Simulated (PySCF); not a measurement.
## N (nitrogen, neutral): UHF calculation

Configuration: [He] 2s2 2p3, high-spin 4S determinant. All numbers are calculated (PySCF 2.14, the spin-free X2C one-electron Hamiltonian (Gaussian nucleus), in aug-cc-pVDZ-DK).

```
Total energy                        : -54.422331 hartree
One-electron energy                 : -73.9526 hartree
Hartree (Coulomb) energy            : 26.1346 hartree
Exchange energy                     : -6.6043 hartree
⟨S²⟩                                : 3.7570
⟨L²⟩                                : 0.000
Sum of ⟨r⟩                          : 7.368 bohr
Sum of ⟨r²⟩                         : 12.16 bohr²
Langevin diamagnetic susceptibility : -9.63 ×10⁻⁶ cm³/mol
```

```json
{"shell": "1s α", "electrons": "1", "mean orbital energy (eV)": "-426.89", "rms radius, mean of both spins (bohr)": "0.265"}
{"shell": "1s β", "electrons": "1", "mean orbital energy (eV)": "-424.39", "rms radius, mean of both spins (bohr)": "0.265"}
{"shell": "2s α", "electrons": "1", "mean orbital energy (eV)": "-31.731", "rms radius, mean of both spins (bohr)": "1.48"}
{"shell": "2s β", "electrons": "1", "mean orbital energy (eV)": "-19.905", "rms radius, mean of both spins (bohr)": "1.48"}
{"shell": "2p α", "electrons": "3", "mean orbital energy (eV)": "-15.517", "rms radius, mean of both spins (bohr)": "1.59"}
```

Spin-orbit constants ζ (cm⁻¹) from the X2C one-electron operator on these orbitals: bare nucleus, nucleus screened by l(l+1)(2l+1)/3 electrons, and screened by the Breit-Pauli mean field of the electrons.

| shell | bare | screened nucleus | mean field |
| --- | --- | --- | --- |
| 2p | 121.6 | 86.88 | 70.82 |
